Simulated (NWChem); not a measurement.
System: C3H5FO; SMILES C(/OC)=C\F

NWChem printed, in part:

```
             Northwest Computational Chemistry Package (NWChem) 7.3.0
             --------------------------------------------------------

 C1  symmetry detected

                             Geometry "geometry" -> ""
                             -------------------------

 Output coordinates in angstroms (scale by  1.889725989 to convert to a.u.)

  No.       Tag          Charge          X              Y              Z
 ---- ---------------- ---------- -------------- -------------- --------------
    1 C                    6.0000    -0.29681343     2.24279337    -0.16488513
    2 O                    8.0000     0.47217082     1.12133798     0.17805214
    3 C                    6.0000    -0.19444289    -0.05157744     0.18153335
    4 C                    6.0000     0.41669590    -1.19987628    -0.11069887
    5 F                    9.0000    -0.22854015    -2.36321878    -0.01815570
    6 H                    1.0000     0.33770229     3.12857041    -0.03058397
    7 H                    1.0000    -1.18451502     2.34116067     0.48765104
    8 H                    1.0000    -0.63661887     2.20250505    -1.21548078
    9 H                    1.0000    -1.25305011    -0.04140578     0.47591057
   10 H                    1.0000     1.46333901    -1.28060312    -0.41420871

 Effective nuclear repulsion energy (a.u.)     170.3356016280

  pbe96 is a nonlocal functional; adding pw91lda local functional.

                                 NWChem DFT Module
                                 -----------------

 Summary of "ao basis" -> "ao basis" (spherical)
 ------------------------------------------------------------------------------
       Tag                 Description            Shells   Functions and Types
 ---------------- ------------------------------  ------  ---------------------
 C                          def2-svp                 6       14   3s2p1d
 O                          def2-svp                 6       14   3s2p1d
 F                          def2-svp                 6       14   3s2p1d
 H                          def2-svp                 3        5   2s1p

            General Information
            -------------------
          SCF calculation type: DFT
          Wavefunction type:  closed shell.
          No. of atoms     :    10
          No. of electrons :    40
           Alpha electrons :    20
            Beta electrons :    20
          Charge           :     0
          Spin multiplicity:     1
          Use of symmetry is: off; symmetry adaption is: off
          Maximum number of iterations: 150
          AO basis - number of functions:    95
                     number of shells:    45
          Convergence on energy requested:  1.00D-06
          Convergence on density requested:  1.00D-05
          Convergence on gradient requested:  5.00D-04

              XC Information
              --------------
          PerdewBurkeErnzerhof Exchange Functional  1.000
            Perdew 1991 LDA Correlation Functional  1.000 local
           PerdewBurkeErnz. Correlation Functional  1.000 non-local

             Grid Information
             ----------------
          Grid used for XC integration:  medium
          Radial quadrature: Mura-Knowles
          Angular quadrature: Lebedev.
          Tag              B.-S. Rad. Rad. Pts. Rad. Cut. Ang. Pts.
          ---              ---------- --------- --------- ---------
          C                   0.70       49          11.0       434
          O                   0.60       49           8.0       434
          F                   0.50       49          13.0       434
          H                   0.35       45          12.0       434
          Grid pruning is: on
          Number of quadrature shells:   470
          Spatial weights used:  Erf1

      Superposition of Atomic Density Guess
      -------------------------------------

 Sum of atomic energies:        -289.35449186

      Non-variational initial energy
      ------------------------------

 Total energy =    -291.839470
 1-e energy   =    -733.790647
 2-e energy   =     271.615575
 HOMO         =      -0.240689
 LUMO         =       0.071341

     ---------------------------------------------
      Total Density - Mulliken Population Analysis
     ---------------------------------------------

    Atom       Charge   Shell Charges
 -----------   ------   -------------------------------------------------------
    1 C    6     5.88   1.99  0.93  0.21  1.85  0.85  0.05
    2 O    8     8.53   1.99  1.09  0.67  2.95  1.82  0.01
    3 C    6     5.87   1.99  0.94  0.22  1.85  0.81  0.06
    4 C    6     5.69   1.99  0.92  0.26  1.75  0.71  0.06
    5 F    9     9.37   1.99  1.14  0.77  3.43  2.04  0.01
    6 H    1     0.92   0.69  0.21  0.02
    7 H    1     0.93   0.69  0.22  0.02
    8 H    1     0.94   0.69  0.22  0.02
    9 H    1     0.93   0.68  0.23  0.02
   10 H    1     0.94   0.68  0.24  0.02

   convergence    iter        energy       DeltaE   RMS-Dens  Diis-err
 ---------------- ----- ----------------- --------- --------- ---------
 d= 0,ls=0.0,diis     1   -291.7100310633 -4.62D+02  1.51D-02  7.09D-01
 d= 0,ls=0.0,diis     2   -291.6510187092  5.90D-02  9.03D-03  1.41D+00
 d= 0,ls=0.0,diis     3   -291.7793876242 -1.28D-01  2.46D-03  1.07D-01
 d= 0,ls=0.0,diis     4   -291.7864374067 -7.05D-03  1.60D-03  1.87D-02
 d= 0,ls=0.0,diis     5   -291.7880774798 -1.64D-03  6.86D-04  6.05D-03
  Resetting Diis
 d= 0,ls=0.0,diis     6   -291.7888061414 -7.29D-04  1.34D-04  2.31D-04
 d= 0,ls=0.0,diis     7   -291.7888354205 -2.93D-05  5.80D-05  9.52D-06
 d= 0,ls=0.0,diis     8   -291.7888325950  2.83D-06  4.10D-05  3.22D-05
 d= 0,ls=0.0,diis     9   -291.7888364060 -3.81D-06  1.09D-05  1.27D-06
 d= 0,ls=0.0,diis    10   -291.7888365707 -1.65D-07  2.28D-06  8.16D-08

         Total DFT energy =     -291.788836570663
      One electron energy =     -737.088011740650
           Coulomb energy =      311.768474794301
    Exchange-Corr. energy =      -36.804901252301
 Nuclear repulsion energy =      170.335601627986

 Numeric. integr. density =       40.000007518472

                       DFT Final Molecular Orbital Analysis
                       ------------------------------------

 Vector   18  Occ=2.000000D+00  E=-3.077439D-01
              MO Center=  9.2D-02,  1.3D+00, -1.7D-02, r^2= 2.7D+00
   Bfn.  Coefficient  Atom+Function         Bfn.  Coefficient  Atom+Function
  ----- ------------  ---------------      ----- ------------  ---------------
    18      0.306531   2 O  px               20      0.248695   2 O  pz
    81      0.228879   8 H  s                71     -0.226718   6 H  s
    21      0.207144   2 O  px               34      0.203873   3 C  pz
     4     -0.186791   1 C  px                6     -0.187495   1 C  pz
    23      0.171440   2 O  pz               62      0.147159   5 F  pz

 Vector   19  Occ=2.000000D+00  E=-2.735958D-01
              MO Center=  4.6D-02,  7.8D-01,  9.6D-02, r^2= 2.5D+00
   Bfn.  Coefficient  Atom+Function         Bfn.  Coefficient  Atom+Function
  ----- ------------  ---------------      ----- ------------  ---------------
    18      0.375338   2 O  px               20     -0.272855   2 O  pz
    21      0.260900   2 O  px               76      0.197873   7 H  s
    32     -0.195007   3 C  px               23     -0.189346   2 O  pz
    86      0.174099   9 H  s                34     -0.159668   3 C  pz
    62     -0.150689   5 F  pz               87      0.150920   9 H  s

 Vector   20  Occ=2.000000D+00  E=-1.855164D-01
              MO Center=  1.4D-01, -2.7D-01,  2.3D-02, r^2= 2.7D+00
   Bfn.  Coefficient  Atom+Function         Bfn.  Coefficient  Atom+Function
  ----- ------------  ---------------      ----- ------------  ---------------
    20      0.375158   2 O  pz               48     -0.355014   4 C  pz
    23      0.295314   2 O  pz               34     -0.295723   3 C  pz
    62     -0.257429   5 F  pz               51     -0.220294   4 C  pz
    65      0.201438   5 F  pz               37     -0.191932   3 C  pz
    82      0.143959   8 H  s                46     -0.117001   4 C  px

 Vector   21  Occ=0.000000D+00  E=-2.617765D-03
              MO Center=  7.3D-02, -4.6D-01, -2.0D-02, r^2= 2.6D+00
   Bfn.  Coefficient  Atom+Function         Bfn.  Coefficient  Atom+Function
  ----- ------------  ---------------      ----- ------------  ---------------
    37      0.557522   3 C  pz               51     -0.546206   4 C  pz
    48     -0.449450   4 C  pz               34      0.430098   3 C  pz
    82     -0.279956   8 H  s                 3      0.227982   1 C  s
    72     -0.208871   6 H  s                23     -0.181980   2 O  pz
    62     -0.179765   5 F  pz               77      0.177897   7 H  s

 Vector   22  Occ=0.000000D+00  E= 3.761254D-02
              MO Center= -6.5D-01,  1.2D+00,  5.9D-02, r^2= 5.5D+00
   Bfn.  Coefficient  Atom+Function         Bfn.  Coefficient  Atom+Function
  ----- ------------  ---------------      ----- ------------  ---------------
     3      1.445037   1 C  s                77     -0.953697   7 H  s
    87     -0.824754   9 H  s                82     -0.753770   8 H  s
    72     -0.605949   6 H  s                31      0.532982   3 C  s
    17      0.497679   2 O  s                 7     -0.437110   1 C  px
     8      0.435628   1 C  py               35     -0.424442   3 C  px

 Vector   23  Occ=0.000000D+00  E= 6.554363D-02
              MO Center= -2.1D-01,  1.5D+00, -2.3D-01, r^2= 6.8D+00
   Bfn.  Coefficient  Atom+Function         Bfn.  Coefficient  Atom+Function
  ----- ------------  ---------------      ----- ------------  ---------------
     3      2.097666   1 C  s                72     -0.962233   6 H  s
    82     -0.858561   8 H  s                77     -0.819237   7 H  s
    17     -0.615634   2 O  s                92     -0.496564  10 H  s
    87      0.395721   9 H  s                50      0.380662   4 C  py
    31     -0.346679   3 C  s                49      0.341663   4 C  px

     ---------------------------------------------
      Total Density - Mulliken Population Analysis
     ---------------------------------------------

    Atom       Charge   Shell Charges
 -----------   ------   -------------------------------------------------------
    1 C    6     5.87   1.98  0.92  0.12  2.08  0.71  0.05
    2 O    8     8.28   1.99  1.09  0.67  2.89  1.62  0.02
    3 C    6     5.93   1.98  0.91  0.17  2.09  0.71  0.06
    4 C    6     5.87   1.98  0.91  0.21  2.05  0.65  0.07
    5 F    9     9.17   1.99  1.14  0.77  3.34  1.92  0.01
    6 H    1     0.96   0.74  0.19  0.02
    7 H    1     0.98   0.74  0.21  0.02
    8 H    1     0.97   0.74  0.21  0.02
    9 H    1     1.00   0.74  0.23  0.02
   10 H    1     0.99   0.75  0.22  0.02

     -------------------------------------------
      Total Density - Lowdin Population Analysis
     -------------------------------------------

    Atom       Charge   Shell Charges
 -----------   ------   -------------------------------------------------------
    1 C    6     5.94   1.96  0.58  0.31  1.85  1.12  0.12
    2 O    8     8.08   1.97  0.90  0.56  2.75  1.87  0.03
    3 C    6     6.03   1.96  0.61  0.30  1.90  1.11  0.15
    4 C    6     5.98   1.96  0.61  0.31  1.86  1.08  0.16
    5 F    9     9.05   1.98  1.01  0.73  3.21  2.10  0.01
    6 H    1     0.97   0.65  0.26  0.06
    7 H    1     0.99   0.65  0.28  0.06
    8 H    1     0.99   0.65  0.27  0.07
    9 H    1     0.98   0.63  0.28  0.07
   10 H    1     0.98   0.63  0.28  0.07

     Multipole analysis of the density
     ---------------------------------

     L   x y z        total         alpha         beta         nuclear
     -   - - -        -----         -----         ----         -------
     0   0 0 0     -0.000000    -20.000000    -20.000000     40.000000

     1   1 0 0     -0.218794     -0.109397     -0.109397     -0.000000
     1   0 1 0      0.713459      0.356730      0.356730     -0.000000
     1   0 0 1     -0.134185     -0.067093     -0.067093     -0.000000

     2   2 0 0    -20.902347    -27.743670    -27.743670     34.584993
     2   1 1 0     -1.932905      3.994115      3.994115     -9.921135
     2   1 0 1     -0.703528      0.543911      0.543911     -1.791349
     2   0 2 0    -20.990764   -226.400152   -226.400152    431.809539
     2   0 1 1     -0.216867      0.989719      0.989719     -2.196304
     2   0 0 2    -22.223942    -16.120663    -16.120663     10.017384
```

Level: PBE/def2-SVP. All runs use the structure optimised with PBE0/def2-SVP.

Reconstruct the input file.

One answer among several that fit: the input that was run:
```
start job
memory heap 200 mb stack 900 mb global 1100 mb
geometry units angstroms noautoz
  C     -0.291740     2.252788    -0.097422
  O      0.475986     1.122061     0.216677
  C     -0.194903    -0.048336     0.202701
  C      0.409480    -1.192774    -0.117398
  F     -0.239239    -2.355438    -0.042327
  H      0.347164     3.133491     0.048906
  H     -1.173487     2.341351     0.564524
  H     -0.640620     2.234498    -1.145654
  H     -1.250922    -0.040260     0.506295
  H      1.453197    -1.271168    -0.431414
end
basis spherical
  * library def2-svp
end
dft
  xc xpbe96 cpbe96
  iterations 150
  mulliken
end
task dft energy
```
